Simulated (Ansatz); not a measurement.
Gas-phase electronic energies from Ansatz, PBE0-D4/def2-TZVP geometries. CCSD(T)/CBS adds triple-zeta CCSD(T) − MP2 to the extrapolated MP2 energy (def2 sets, frozen cores). This one scheme is used for every species. Functionals use def2-TZVPP. For Ge outer-core shells are correlated without core-valence functions, which leaves a few kJ/mol of doubt a bond. Scalar relativity is left out up to krypton. Each species was taken in one conformer, which may not be the lowest.

Consider the ligand exchange at a Ge–C bond: `N=[C](F)[GeH3]` + `CSS` → `CS[S][GeH3]` + `N=CF`.

`N=[C](F)[GeH3]`:

Z-matrix (Å, degrees):
```
Ge
C 1 1.978
H 1 1.532 2 108.9
H 1 1.532 2 108.9 3 -120.4
H 1 1.534 2 106.6 3 119.8
F 2 1.346 1 111.5 3 60.9
N 2 1.246 1 131.1 3 -119.1
H 7 1.016 2 111.2 1 -0.0
```

`CSS`:

Cartesian coordinates in Å:
```
C -0.582 0.754 -0.186
S 0.114 -0.698 -0.996
S 0.708 -1.856 0.571
H 0.189 1.317 0.340
H -1.378 0.469 0.501
H -0.998 1.373 -0.984
H 1.948 -1.357 0.753
```

`CS[S][GeH3]`:

Z-matrix (Å, degrees):
```
C
S 1 1.801
H 1 1.089 2 110.8
H 1 1.093 2 106.0 3 -118.6
H 1 1.090 2 111.1 3 123.0
S 2 2.052 1 102.3 3 -60.1
Ge 6 2.233 2 99.0 1 -89.7
H 7 1.537 6 108.8 2 57.0
H 7 1.538 6 106.8 2 176.3
H 7 1.534 6 109.2 2 -63.4
```

`N=CF`:

Z-matrix (Å, degrees):
```
C
N 1 1.242
F 1 1.328 2 120.0
H 1 1.092 2 129.8 3 -180.0
H 2 1.016 1 110.6 3 -180.0
```

CCSD(T)/CBS gives -0.69 eV.

Task: Another level gave -0.69 eV. Which?
A. BLYP/def2-TZVPP
B. r2SCANh-D4/def2-TZVPP
C. BHLYP-D4/def2-TZVPP
D. CAM-B3LYP-D4/def2-TZVPP

Result: B. r2SCANh-D4 -0.69, BLYP -0.60, CAM-B3LYP-D4 -0.65, BHLYP-D4 -0.74 eV.

Largest T1 diagnostic among the species: 0.013.

The D4 term adds −0.06 eV with B3LYP and −0.03 eV with PBE0; it sums over pairs of atoms, weighted by their polarisabilities, and B3LYP, whose exchange is more repulsive, gets the larger term. From r2SCAN to r2SCAN0 (25 % exact exchange), in def2-TZVPP and without D4, ΔE moves by −0.03 eV.

B3LYP here is the variant with VWN-RPA as its local correlation; programs differ in this.
